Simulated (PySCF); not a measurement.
TDDFT excited states: C2H10OSi4

C₂H₁₀OSi₄.
Atom-mapped SMILES: `[CH:1]#[C:2][Si@@H:3]([O:4][SiH3:5])[SiH2:6][SiH3:7]` (hydrogens: H8 on C1; H9 on Si3; H10, H11, H12 on Si5; H13, H14 on Si6; H15, H16, H17 on Si7)

Theory: TDDFT wB97X-D/def2-SVPD, vertical, gas phase, core orbitals frozen in the response (PySCF 2.14.0, density-fitted response routines). Isolated species at its GFN2-xTB geometry (one conformer only). Torsions of this conformer, `[CH:1]#[C:2][Si@@H:3]([O:4][SiH3:5])[SiH2:6][SiH3:7]`: C2–Si3–O4–Si5 54°, C2–Si3–Si6–Si7 57°.

Task: What does the calculation give for the low-lying excited states?

Result: 

```csv
state,λ (nm),E (eV),f,"main configurations (H = HOMO, L = LUMO)"
S1,215.3,5.76,0.0074,"H→L (64%), H-2→L (10%)"
S2,199.0,6.23,0.0039,"H→L+1 (27%), H-1→L (23%), H-2→L (14%)"
S3,194.6,6.37,0.011,"H-1→L+1 (28%), H→L (14%), H-2→L+1 (11%)"
S4,190.3,6.51,0.022,"H-2→L (16%), H-1→L (13%), H→L (12%)"
S5,183.3,6.76,0.033,"H→L+1 (46%), H→L+2 (9%), H-2→L (8%)"
S6,170.9,7.25,0.033,"H-4→L (62%), H-1→L (13%)"
S7,169.2,7.33,0.080,H→L+2 (59%)
S8,168.2,7.37,0.073,H-3→L (57%)
```

Triplets, Tamm–Dancoff:

```tsv
state	E (eV)	λ (nm)	main configurations (H = HOMO, L = LUMO)
T1	5.09	243.8	H-1→L (22%), H→L+1 (11%), H-2→L (10%)
T2	5.33	232.7	H→L (69%)
T3	5.56	223.0	H→L+1 (26%), H-1→L (14%), H-2→L (10%)
```

The lowest singlet comes at 215 nm (556 kJ/mol) in the ultraviolet; it is weak; its leading configuration is HOMO→LUMO (64%). The most intense listed level is S7 at 7.33 eV (169 nm, f = 0.080), 1.57 eV above S1. Löwdin shares by element: HOMO silicon 37% or more, oxygen 14%, carbon 11% or more (atoms not listed hold the other 38%); LUMO silicon 37% or more, carbon 24% (atoms not listed hold the other 38%). Of the 8 states listed, 6 reach f = 0.01 and none stays under 0.0005. The listed states span 1.62 eV, and the widest gap between neighbours is 0.49 eV (S5 to S6). Weighted by f, the mean energy of these states is 7.10 eV. The window holds the lowest 8 singlets.
